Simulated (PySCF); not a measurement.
# How the method moves the HOMO and LUMO of `OC1CCCCC1`

Species: C6H12O.
Geometry (PBE0-D3(BJ)/def2-SVP, Å), atoms numbered from 1 in this order:
```xyz
19
C6H12O angstrom
O      2.434    0.761   -0.033
C      1.124    0.357    0.280
C      0.075    1.247   -0.380
C     -1.345    0.814   -0.031
C     -1.579   -0.655   -0.371
C     -0.539   -1.549    0.295
C      0.879   -1.111   -0.055
H      2.544    0.668   -0.986
H      1.039    0.480    1.376
H      0.218    1.190   -1.477
H      0.259    2.294   -0.093
H     -1.514    0.967    1.050
H     -2.077    1.454   -0.549
H     -2.596   -0.961   -0.076
H     -1.522   -0.786   -1.467
H     -0.671   -1.504    1.391
H     -0.694   -2.602    0.011
H      1.050   -1.249   -1.140
H      1.631   -1.728    0.462
```

Basis pcSseg-1 throughout (PySCF), one geometry. One conformer (not necessarily the lowest) at the PBE0-D3(BJ)/def2-SVP geometry, without solvent, vibrations or thermal averaging.

How do the orbital energies, the gap and the dipole change with the method?

```tsv
method	kind	HOMO (eV)	LUMO (eV)	gap (eV)	μ (D)	SCF cycles
PBE	GGA	-5.90	0.52	6.42	1.62	14
B97-D	GGA	-5.95	0.66	6.60	1.64	14
KT2	GGA	-6.09	0.49	6.58	1.60	14
B97-2	global hybrid	-7.24	1.41	8.65	1.72	12
PBE0	global hybrid	-7.52	1.39	8.90	1.73	12
mPW1PW91	global hybrid	-7.56	1.40	8.96	1.74	12
CAM-B3LYP	range-separated hybrid	-8.96	2.21	11.17	1.76	12
BHandHLYP	global hybrid	-9.02	2.07	11.10	1.81	12
wB97X-D	range-separated hybrid	-9.44	3.20	12.64	1.77	13
```

The HOMO spans 3.54 eV, from PBE down to wB97X-D, and the gap runs from 6.42 eV (PBE) to 12.64 eV (wB97X-D). Over the methods PBE (0 %), B97-D (0 %), KT2 (0 %), B97-2 (21 %), PBE0 (25 %), mPW1PW91 (25 %), BHandHLYP (50 %), a straight line through the gap against the share of exact exchange rises by 0.92 eV for each 10 % (correlation coefficient 0.998). The dipole ranges from 1.60 D (KT2) to 1.81 D (BHandHLYP). This basis has no diffuse functions.

The vertical ΔSCF ionisation energy at B3LYP/def2-SVPD is 9.61 eV; −ε(HOMO) comes closest to it with wB97X-D (9.44 eV).
